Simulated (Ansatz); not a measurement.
`FC(F)(F)C1=CC(C(F)(F)F)=[O+][Al-]([Cl])([Cl])[O]1` + `[OH][Al]([OH])[OH]` → `[OH][Al-]1([OH])[O]C(C(F)(F)F)=CC(C(F)(F)F)=[O+]1` + `[OH][Al]([Cl])[Cl]`  (substitution at a C–O bond)

Isolated molecules relaxed with PBE0-D4/def2-TZVP in Ansatz; ΔE leaves out vibrations. CCSD(T)/CBS is the MP2 limit (def2-TZVPP, def2-QZVPP) plus CCSD(T) − MP2 in def2-TZVPP, frozen cores. Functionals use def2-TZVPP. One conformer a species, not always the lowest.

`FC(F)(F)C1=CC(C(F)(F)F)=[O+][Al-]([Cl])([Cl])[O]1`:

Z-matrix (Å, degrees):
```
C
F 1 1.327
F 1 1.328 2 108.8
F 1 1.330 2 108.5 3 -117.9
C 1 1.535 2 109.7 3 119.9
C 5 1.388 1 120.1 2 120.9
O 5 1.261 1 113.6 2 -59.2
C 6 1.388 5 119.8 1 179.9
H 6 1.077 5 120.1 1 -0.1
Al 7 1.823 5 126.5 1 -180.0
O 8 1.261 6 126.4 5 0.0
C 8 1.535 6 120.1 5 -179.9
Cl 10 2.085 7 109.6 5 112.8
Cl 10 2.085 7 109.6 5 -112.4
F 12 1.327 8 109.7 6 -120.4
F 12 1.327 8 109.6 6 120.1
F 12 1.330 8 111.7 6 -0.2
```

`[OH][Al]([OH])[OH]`:

Cartesian coordinates in Å:
```
O 0.752 -1.063 1.075
Al 0.000 0.000 0.000
O -1.364 -0.497 -0.864
O 0.612 1.560 -0.211
H 0.435 -1.953 1.222
H -1.816 0.076 -1.481
H 1.381 1.877 0.259
```

`[OH][Al-]1([OH])[O]C(C(F)(F)F)=CC(C(F)(F)F)=[O+]1`:

Z-matrix (Å, degrees):
```
Al
O 1 1.841
O 1 1.691 2 107.3
O 1 1.689 2 112.5 3 -135.1
O 1 1.841 2 92.8 3 109.1
C 2 1.258 1 127.0 3 -99.5
H 3 0.954 1 123.7 2 -130.5
H 4 0.953 1 127.2 2 -51.5
C 5 1.258 1 127.0 2 -9.7
C 6 1.535 2 113.7 1 175.4
C 6 1.389 2 126.4 1 -5.8
C 9 1.535 5 113.7 1 -175.4
F 10 1.331 6 109.5 2 62.4
F 10 1.327 6 110.1 2 -56.9
F 10 1.331 6 111.9 2 -177.5
H 11 1.077 6 120.3 2 179.9
F 12 1.331 9 111.9 5 177.3
F 12 1.331 9 109.5 5 -62.6
F 12 1.327 9 110.1 5 56.7
```

`[OH][Al]([Cl])[Cl]`:

Cartesian coordinates in Å:
```
O -0.812 0.835 -0.634
Al 0.195 -0.338 0.018
Cl 0.532 -2.067 -1.069
Cl 1.098 -0.086 1.874
H -1.013 1.657 -0.189
```

```csv
level,ΔE (eV)
LDA (SPW92),0.07
r2SCAN0-D4,0.10
PBE0,0.08
HF/CBS(def2),0.10
```

Q: What does CCSD(T)/CBS give? (Estimate.)

A: Computed: +0.12 eV. The listed levels differ from it by -0.05, -0.02, -0.04, -0.02 eV.

Largest T1 diagnostic among the species: 0.015.

The D4 term adds +0.04 eV with B3LYP and +0.02 eV with PBE0; it sums over pairs of atoms, weighted by their polarisabilities, and B3LYP, whose exchange is more repulsive, gets the larger term. At CCSD(T), def2-SVP lies −0.03 eV from the extrapolated value and def2-TZVPP −0.01 eV. Leaving LDA and LC-ωPBE aside and taking each functional with its dispersion term where it has one, the values, not all of them listed here, spread over 0.03 eV, from r2SCAN-D4 to BHLYP-D4.

B3LYP here is the variant with VWN-RPA as its local correlation; programs differ in this.
